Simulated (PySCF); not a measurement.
Sn(GeH3)3(H), H10Ge3Sn, SMILES [GeH3][SnH]([GeH3])[GeH3], CAM-B3LYP/def2-SVP optimised geometry.

```
14

Sn     0.33    -1.00     2.09
Ge     1.26     0.26     0.00
Ge    -2.28    -1.04     2.05
Ge     1.20     0.10     4.29
H      0.90    -2.62     2.04
H      0.77     1.72     0.00
H      2.79     0.26     0.00
H      0.77    -0.41    -1.30
H     -2.79    -1.72     0.77
H     -2.83    -1.81     3.26
H     -2.84     0.39     2.10
H      2.74     0.10     4.33
H      0.71     1.56     4.39
H      0.68    -0.66     5.52
```

Density from PySCF with CAM-B3LYP/def2-TZVP, def2 effective core potentials past Kr at that geometry. The core electrons that the potentials of Sn replace are not part of the density.

Minimum of the electron density along straight lines between bonded atoms, close to the bond critical point (lines longer than 1.1 times the sum of covalent radii, or with two minima, are not listed):

```json
[
 {"bond": "Sn1–Ge2", "length / Å": "2.610", "ρ at the minimum / e bohr⁻³": "0.072", "∇²ρ there / e bohr⁻⁵": "-0.03", "position (fraction from the first atom)": "0.50"},
 {"bond": "Sn1–Ge3", "length / Å": "2.610", "ρ at the minimum / e bohr⁻³": "0.072", "∇²ρ there / e bohr⁻⁵": "-0.03", "position (fraction from the first atom)": "0.50"},
 {"bond": "Sn1–Ge4", "length / Å": "2.610", "ρ at the minimum / e bohr⁻³": "0.072", "∇²ρ there / e bohr⁻⁵": "-0.03", "position (fraction from the first atom)": "0.50"},
 {"bond": "Sn1–H5", "length / Å": "1.717", "ρ at the minimum / e bohr⁻³": "___", "∇²ρ there / e bohr⁻⁵": "___", "position (fraction from the first atom)": "0.63"},
 {"bond": "Ge2–H6", "length / Å": "1.537", "ρ at the minimum / e bohr⁻³": "0.132", "∇²ρ there / e bohr⁻⁵": "0.06", "position (fraction from the first atom)": "0.59"},
 {"bond": "Ge2–H7", "length / Å": "1.537", "ρ at the minimum / e bohr⁻³": "0.132", "∇²ρ there / e bohr⁻⁵": "0.06", "position (fraction from the first atom)": "0.59"},
 {"bond": "Ge2–H8", "length / Å": "1.537", "ρ at the minimum / e bohr⁻³": "0.132", "∇²ρ there / e bohr⁻⁵": "0.06", "position (fraction from the first atom)": "0.59"},
 {"bond": "Ge3–H9", "length / Å": "1.537", "ρ at the minimum / e bohr⁻³": "0.132", "∇²ρ there / e bohr⁻⁵": "0.06", "position (fraction from the first atom)": "0.59"},
 {"bond": "Ge3–H10", "length / Å": "1.537", "ρ at the minimum / e bohr⁻³": "0.132", "∇²ρ there / e bohr⁻⁵": "0.06", "position (fraction from the first atom)": "0.59"},
 {"bond": "Ge3–H11", "length / Å": "1.537", "ρ at the minimum / e bohr⁻³": "0.132", "∇²ρ there / e bohr⁻⁵": "0.06", "position (fraction from the first atom)": "0.59"},
 {"bond": "Ge4–H12", "length / Å": "1.537", "ρ at the minimum / e bohr⁻³": "0.132", "∇²ρ there / e bohr⁻⁵": "0.06", "position (fraction from the first atom)": "0.59"},
 {"bond": "Ge4–H13", "length / Å": "1.537", "ρ at the minimum / e bohr⁻³": "0.132", "∇²ρ there / e bohr⁻⁵": "0.06", "position (fraction from the first atom)": "0.59"},
 {"bond": "Ge4–H14", "length / Å": "1.537", "ρ at the minimum / e bohr⁻³": "0.132", "∇²ρ there / e bohr⁻⁵": "0.06", "position (fraction from the first atom)": "0.59"}
]
```

**Question.** Some entries are withheld; supply them.

**Answer.** 
- Sn1–H5, ρ at the minimum / e bohr⁻³: 0.111
- Sn1–H5, ∇²ρ there / e bohr⁻⁵: 0.08
